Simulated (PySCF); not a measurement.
States of one metal complex from SC-NEVPT2 in the d shell, PySCF, above the ground state:

```
2S+1  degeneracy  energy / cm⁻¹  f (electric dipole)
   5           2              0                    –
   5           3           4065              5.6e-05
   3           3          17979                    –
   3           2          20770                    –
   3           3          20909                    –
   3           3          21834                    –
   3           1          22830                    –
   3           3          24527                    –
   3           1          24994                    –
   3           3          25169                    –
   3           2          26683                    –
   3           3          27115                    –
```

Which of these complexes, all computed at model or optimised geometries, gave the data?
A. [Mn(H2O)6]3+ (d4, octahedral)
B. [CrF4]2- (d4, square planar)
C. [FeF4]2- (d6, tetrahedral)
D. CrCl2 (d4, linear)

C. [FeF4]2- (d6, tetrahedral) has 5E, then 5T2 at 4065, 3T1 at 17979 cm⁻¹ (NEVPT2). The others: [Mn(H2O)6]3+ (d4, octahedral) has 5Eg, then 3Tg at 8802, 5Tg at 15426 cm⁻¹ (NEVPT2); CrCl2 (d4, linear) has 5Σg+, then 5Πg at 481, 5Δg at 5535 cm⁻¹ (NEVPT2); [CrF4]2- (d4, square planar) has 5B1g, then 5B2g at 15543, 3Eg at 16770 cm⁻¹ (NEVPT2).

On [FeF4]2-: The ground state is orbitally degenerate in this regular structure, which would distort (Jahn–Teller). NEVPT2 lifts 5T2 from 3455 to 4065 cm⁻¹; on the d shell alone such lifts tend to overshoot.
